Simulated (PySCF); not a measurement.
Geometries of 2 isomers of C5H7F3Si, from PySCF 2.14.0, PBE0-D3(BJ)/def2-SVP geometry optimisation, gas phase. One conformer each, no zero-point energy, no frequencies.

Task: Which is lower in electronic energy at this level?
A.
```xyz
16
angstrom
F      2.888    0.203   -1.887
C      2.950    0.064   -0.586
F      4.185    0.044   -0.163
C      1.868   -0.040    0.194
F      2.084   -0.177    1.519
Si     0.070    0.008   -0.336
C     -1.089    1.178    0.592
C     -2.080   -0.016    0.675
C     -1.112   -1.216    0.486
H      0.030    0.081   -1.824
H     -1.464    2.106    0.139
H     -0.668    1.416    1.582
H     -2.680   -0.051    1.599
H     -2.790    0.028   -0.166
H     -0.692   -1.543    1.451
H     -1.505   -2.097   -0.040
```
B.
```xyz
16
angstrom
F      2.906    0.801    1.159
C      2.422   -0.069    0.236
F      2.847   -1.305    0.572
C      0.928    0.013    0.195
C      0.140   -1.065    0.333
C     -1.352   -0.890    0.273
Si    -1.532    0.948   -0.102
F     -2.100    1.178   -1.614
C      0.301    1.369   -0.013
H      2.880    0.197   -0.736
H      0.581   -2.054    0.490
H     -1.833   -1.191    1.220
H     -1.807   -1.522   -0.510
H     -2.425    1.722    0.801
H      0.558    2.052    0.814
H      0.659    1.854   -0.939
```

Result: B. That is `FC(F)C1=CC[Si@H](F)C1`, 69.8 kcal/mol below the other.

```
               SMILES                                        atoms numbered as above      E (Eh)  relative (kcal/mol)  relative (kJ/mol)  dipole (D)
FC(F)C1=CC[Si@H](F)C1  [F:1][CH:2]([F:3])[C:4]1=[CH:5][CH2:6][Si@H:7]([F:8])[CH2:9]1  -782.73785                  0.0                0.0        0.83
 FC(F)=C(F)[SiH]1CCC1   [F:1][C:2]([F:3])=[C:4]([F:5])[SiH:6]1[CH2:7][CH2:8][CH2:9]1  -782.62660                 69.8              292.1        1.31
```

As drawn, the lower has an Si–F bond, which the higher lacks; the higher has a four-membered ring, which the lower lacks.
